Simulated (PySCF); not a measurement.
A structure optimised at r2SCAN-D4/def2-SVP, used in a PySCF frequency run:

```
C
F 1 1.3701
H 1 1.1075 2 108.98
C 1 1.5117 3 107.55 2 120.48
H 4 1.0991 1 108.49 3 -59.99
H 4 1.0991 5 109.23 1 -119.62
C 1 1.5280 3 105.88 2 -115.46
F 7 1.3291 1 112.93 3 168.75
F 7 1.3407 8 107.91 1 121.58
F 7 1.3459 8 108.71 9 116.75
Cl 4 1.7879 5 107.46 6 -117.40
```
Charge 0, spin multiplicity 1.

Q: Write its SMILES and formula.

A: F[C@H](CCl)C(F)(F)F, C₃H₃ClF₄

Q: What are its rotational constants (standard atomic weights)?

A: 2.6281, 1.2214, 1.0873 GHz
